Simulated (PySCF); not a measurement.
H5InOP2, SMILES [OH][In]([PH2])[PH2].

The structure is a stationary point at PBE-D3(BJ)/def2-SVP. The structure was generated by enumeration; whether it is a known compound was not checked. The def2 effective core potentials stand for the cores of In; spin–orbit coupling is left out. Other conformers were not sampled.

Method: C-PCM-ωB97X/def2-SVP (PySCF 2.14.0).

The values are the electrostatic part of the solvation free energy, E(continuum) − E(gas) at the gas-phase geometry, in a cavity of scaled van der Waals radii (PySCF's table); cavitation and dispersion terms are not included. A continuum can't describe solvent molecules that bind to the metal. In vacuum the orbital gap is 9.38 eV. The dipole moment in vacuum is 2.25 D.

| solvent | ε | ΔG(elec) (kcal/mol) | dipole (D) | gap (eV) |
|---|---|---|---|---|
| water | 78.36 | -9.4 | 3.13 | 9.60 |
| chlorobenzene | 5.70 | (withheld) | (withheld) | (withheld) |
| acetone | 20.49 | -9.0 | 3.09 | 9.59 |

Question: Some entries are withheld; supply them. (The exact figures need the calculation; the answer reports its results.)

Answer: 
- chlorobenzene, ΔG(elec) (kcal/mol): -7.6
- chlorobenzene, dipole (D): 2.94
- chlorobenzene, gap (eV): 9.56
